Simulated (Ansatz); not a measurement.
**A correction line for wB97X-V/def2-TZVPP: vertical ionisation energy**

The vertical ionisation energy (cation less neutral) in eV of 7 fluorocarbon molecules: x at wB97X-V/def2-TZVPP, y at CCSD(T)/def2-TZVPP. Shapes, held fixed at every level: PBE0-D4/def2-TZVP. Flexible molecules stand in one conformer, not always the lowest. Programs: Ansatz 0.2.0.

| molecule | x (eV) | y (eV) |
| --- | --- | --- |
| C5H6F2 (SMILES FC1C=CCC1F) | 10.12 | 10.34 |
| C4H3F5 (SMILES C/C(F)=C(\F)C(F)(F)F) | 10.20 | 10.41 |
| C2H2F2 (1,2-difluoroethene) | 10.23 | 10.41 |
| C2H2F2 (vinylidene fluoride) | 10.41 | 10.55 |
| C3F6 (hexafluoropropylene) | 10.80 | 10.98 |
| C2F2 (SMILES FC#CF) | 11.11 | ? |
| C4H6F4 (SMILES CC(F)(F)C(F)CF) | 12.03 | 12.25 |

Question: Fit y = c + s·x to the known rows and predict y for C2F2.

Answer: 
1. Means of the 6 rows: x = 10.6317, y = 10.823.
2. Σ(Δx)² = 2.6423, Σ(Δx·Δy) = 2.6737, so the slope is 2.6737/2.6423 = 1.0119.
3. Intercept: 10.823 − (1.0119) × 10.6317 = 0.065. The largest residual of the fit is 0.049.
4. C2F2: 0.065 + 1.0119 × 11.11 = 11.31 eV.

CCSD(T)/def2-TZVPP gives 11.27 eV, so the prediction is off by +0.04 eV, within the largest residual. Uncorrected, wB97X-V/def2-TZVPP misses C2F2 by -0.16 eV, and the other rows by 0.19 on average. The line overshoots: the miss goes from -0.16 to +0.04. C4H6F4 lies far out in x and weighs most in the slope. Left out in turn, the other rows are missed by 0.05 eV on average, so much of the error is systematic among these molecules. Cations run unrestricted.
